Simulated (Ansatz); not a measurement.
Program: Ansatz. Geometries: PBE0-D4/def2-TZVP. ΔE: electronic, gas phase. CBS: MP2 limit from def2 TZ/QZ plus the TZ coupled-cluster correction, frozen cores. This one scheme is used for every species. Functionals use def2-TZVPP. For Ge outer-core shells are correlated without core-valence functions, which leaves a few kJ/mol of doubt a bond. Scalar relativity is left out up to krypton. One conformer a species, not always the lowest.

Reaction (formal hydrolysis of a Ge–N bond): `[NH2][GeH2][SiH2]O` + H₂O → `O[SiH2][GeH2][OH]` + NH₃

```csv
level,ΔE (kcal/mol)
PBE-D4,-2.1
ωB97X-V,-4.0
ωB97M-V,-3.2
r2SCAN,-3.7
HF/def2-TZVPP,-8.5
MP2/def2-TZVPP,-2.8
CCSD/def2-TZVPP,-3.9
HF/CBS(def2),-8.9
```

Problem. What does CCSD(T)/CBS give? (Best estimate.)

Solution. Ansatz gave: -2.7 kcal/mol. The listed levels differ from it by 0.6, -1.3, -0.5, -1.0, -5.8, -0.1, -1.2, -6.2 kcal/mol.

Largest T1 diagnostic among the species: 0.012.

In def2-TZVPP, CCSD(T) changes the Hartree–Fock value by +5.3 kcal/mol (the triples alone add +0.8 kcal/mol) and MP2 by +5.7 kcal/mol. The D4 term adds +1.4 kcal/mol with B3LYP and +0.7 kcal/mol with PBE0; it sums over pairs of atoms, weighted by their polarisabilities, and B3LYP, whose exchange is more repulsive, gets the larger term.

B3LYP here is the variant with VWN-RPA as its local correlation; programs differ in this.
